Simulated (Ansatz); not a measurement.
`C[Si](O)(F)F` → C• + 2 F• + 4 H• + O• + Si•  (atomization)

Isolated molecules relaxed with PBE0-D4/def2-TZVP in Ansatz; ΔE leaves out vibrations. CCSD(T)/CBS is the MP2 limit (def2-TZVPP, def2-QZVPP) plus CCSD(T) − MP2 in def2-TZVPP, frozen cores. This one scheme is used for every species, atoms too. Functionals use def2-TZVPP. No spin–orbit coupling; open shells (•) take unrestricted orbitals. Spin–orbit coupling would lower the free atoms: a little for C, F, O, Si. Each species was taken in one conformer, which may not be the lowest.

| level | ΔE (kJ/mol) | difference from CCSD(T)/CBS |
| --- | --- | --- |
| LDA (SPW92) | 4277.2 | 497.1 |
| r2SCAN-D4 | 3765.3 | -14.8 |
| r2SCAN0-D4 | 3694.7 | -85.4 |
| ωB97X-V | 3760.1 | -20.0 |
| PBE | 3778.9 | -1.2 |
| LC-ωPBE | 3746.7 | -33.4 |
| HF/def2-SVP | 2745.7 | -1034.4 |
| CCSD/def2-TZVPP | 3625.1 | -155.0 |
| MP2/def2-QZVPP | 3844.9 | 64.8 |
| SCS-MP2/def2-QZVPP | 3803.1 | 23.0 |
| CCSD(T)/CBS | 3780.1 | 0 |

Largest T1 diagnostic among the species: 0.012.

At CCSD(T), def2-SVP lies −293.0 kJ/mol from the extrapolated value and def2-TZVPP −105.9 kJ/mol: correlation converges slowly with the basis, and small sets miss more of it in the bonded molecule than in its fragments. From r2SCAN to r2SCAN0 (25 % exact exchange), in def2-TZVPP and without D4, ΔE moves by −71.3 kJ/mol: exact exchange takes away binding that semilocal exchange gives to molecules.

For atomizations the MP2-based limit and the directly extrapolated one differ by several kJ/mol either way, and by 10 to 25 for some Ge, Se and Sn compounds, so smaller differences from it don't rank the levels.
